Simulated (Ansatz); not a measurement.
Basis-set extrapolation for CH7ClO2Si2 (`O[SiH2]C[SiH](O)Cl`) (PBE0-D4/def2-TZVP geometry, frozen core, Ansatz 0.2.0). Multiplicity 1, RHF reference.

|  | def2-TZVPP | def2-QZVPP |
| --- | --- | --- |
| HF | -1229.340443 | -1229.380841 |
| MP2 correlation | -1.090470 | -1.180404 |
| CCSD(T) correlation | -1.187999 | not run |

Energies in hartree. Use E(X) = E(∞) + A·exp(−7.88·√X) for Hartree–Fock and E(X) = E(∞) + B·X^(−2.97) for correlation, with X = 3 and 4, and add CCSD(T) minus MP2 of the smaller set to the MP2 limit.

Problem. What is the CCSD(T) energy at the basis-set limit?

Solution. HF limit: -1229.380841 + (-0.040398) × 0.13774 = -1229.38641. MP2 limit: -1.180404 + (-0.089934) × 0.74074 = -1.24702. Higher-order term: -1.187999 − (-1.090470) = -0.09753. Total: -1230.73096 hartree, 531.7 kJ/mol below CCSD(T)/def2-TZVPP.
